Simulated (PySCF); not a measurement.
BH₅O₃Si, SMILES OB(O)O[SiH3]. Atoms are numbered in the order given.

```xyz
10

B      0.0448    -0.9627     0.0000
O      0.8500    -2.0677     0.0000
H      0.3900    -2.9130     0.0000
O     -1.3304    -0.9933     0.0000
H     -1.7371    -1.8657     0.0000
O      0.6521     0.2560     0.0000
Si     0.0148     1.8016     0.0000
H     -0.8132     2.0348    -1.2171
H     -0.8132     2.0348     1.2171
H      1.1679     2.7399     0.0000
```

Geometry: B3LYP-D3(BJ)/def2-SVP. The values are those of a single conformer.

All values below come from TDA-M06-2X/def2-SVPD run with PySCF.

Vertical excitations. Gas-phase values at a fixed geometry. State labels are in the subgroup Cs.

Computed UV-visible absorptions:
| state | symmetry | energy (eV) | λ (nm) | f | main pairs |
|---|---|---|---|---|---|
| S1 | A" | 7.69 | 161 | 0.009 | HOMO→LUMO 63 %, HOMO→LUMO+1 17 % |
| S2 | A' | 7.98 | 155 | 0.009 | HOMO−1→LUMO 49 %, HOMO−1→LUMO+1 27 %, HOMO−1→LUMO+2 14 % |
| S3 | A" | 8.00 | 155 | 0.000 | HOMO−2→LUMO 84 % |
| S4 | A" | 8.43 | 147 | 0.020 | HOMO→LUMO+1 47 %, HOMO→LUMO 22 %, HOMO−4→LUMO 11 % |
| S5 | A' | 8.62 | 144 | 0.008 | HOMO−3→LUMO 76 % |
| S6 | A' | 8.77 | 141 | 0.022 | HOMO−1→LUMO+1 47 %, HOMO−1→LUMO 30 %, HOMO−3→LUMO 13 % |
| S7 | A" | 8.87 | 140 | 0.067 | HOMO→LUMO+2 55 %, HOMO→LUMO+1 18 %, HOMO−4→LUMO 11 % |
| S8 | A" | 9.11 | 136 | 0.001 | HOMO−1→LUMO+4 28 %, HOMO−4→LUMO 16 %, HOMO→LUMO+6 14 %, HOMO→LUMO+7 12 % |
| S9 | A' | 9.14 | 136 | 0.093 | HOMO−1→LUMO+2 70 % |
| S10 | A" | 9.36 | 132 | 0.067 | HOMO−4→LUMO 30 %, HOMO→LUMO+2 20 %, HOMO−1→LUMO+4 15 %, HOMO→LUMO 11 % |
| T1 | A" | 7.46 | 166 | 0 | HOMO→LUMO 46 %, HOMO→LUMO+1 26 %, HOMO→LUMO+2 11 % |
| T2 | A' | 7.67 | 162 | 0 | HOMO−1→LUMO 34 %, HOMO−1→LUMO+1 34 %, HOMO−1→LUMO+2 15 %, HOMO−1→LUMO+7 7 % |
| T3 | A" | 7.77 | 160 | 0 | HOMO−2→LUMO 80 % |
| T4 | A" | 8.24 | 151 | 0 | HOMO→LUMO 31 %, HOMO→LUMO+1 28 %, HOMO−4→LUMO 17 % |
Triplets are in the Tamm–Dancoff approximation.
